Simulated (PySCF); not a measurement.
Input for PySCF: R-BP86/6-31G* on CH6GaNO (SMILES [CH3][Ga]([NH2])[OH]), a point of a torsion scan.

```python
from pyscf import gto, scf, dft, mp
from pyscf.data.elements import chemcore

mol = gto.M(
    atom='''
    C    -1.36663534   -0.93623231    0.19283897
    Ga    0.05349325    0.45897483   -0.19747636
    N    -0.16889743    2.05859742   -1.06894872
    O     1.68557800    0.34057043    0.39353348
    H    -1.51601212   -1.01588686    1.27032734
    H    -1.04823831   -1.90923936   -0.18227263
    H    -2.30979550   -0.66402829   -0.27501212
    H    -0.87164400    2.18124407   -1.78743144
    H     0.67795899    2.54198477   -1.34812500
    H     2.13316002   -0.28523756    0.95575903
    ''',
    basis='6-31g*',
    cart=True,
    charge=0, spin=0, verbose=3, max_memory=1800)
mf = dft.RKS(mol, xc='b88,p86')
mf.conv_tol = 1e-8
mf.max_cycle = 100
mf.kernel()
if not mf.converged:
    mf = mf.newton().run(mf.mo_coeff, mf.mo_occ)
```

It printed:

```
converged SCF energy = -2096.5703779764
```

The run converged.

Cost: roughly 15 core-seconds.
